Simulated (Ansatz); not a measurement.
`[SiH3][Ge]([SiH3])([Cl])[Cl]`, charge 0, multiplicity 1.

**Question.** Give a relaxed structure at PBE0-D4/def2-TZVP (the Gaussian-basis code of Ansatz). (Estimate.)

**Answer.** The calculation gave: 
Z-matrix (Å, degrees):
```
Si
Ge 1 2.387
H 1 1.482 2 107.8
H 1 1.485 2 108.7 3 -120.1
H 1 1.485 2 108.7 3 120.1
Si 2 2.387 1 123.8 3 -179.9
Cl 2 2.170 1 106.4 3 -56.5
Cl 2 2.170 1 106.4 3 56.8
H 6 1.482 2 107.8 1 -180.0
H 6 1.485 2 108.7 1 -59.8
H 6 1.485 2 108.7 1 59.9
```
Point group C2v.
This is one stationary point; other conformers may exist.
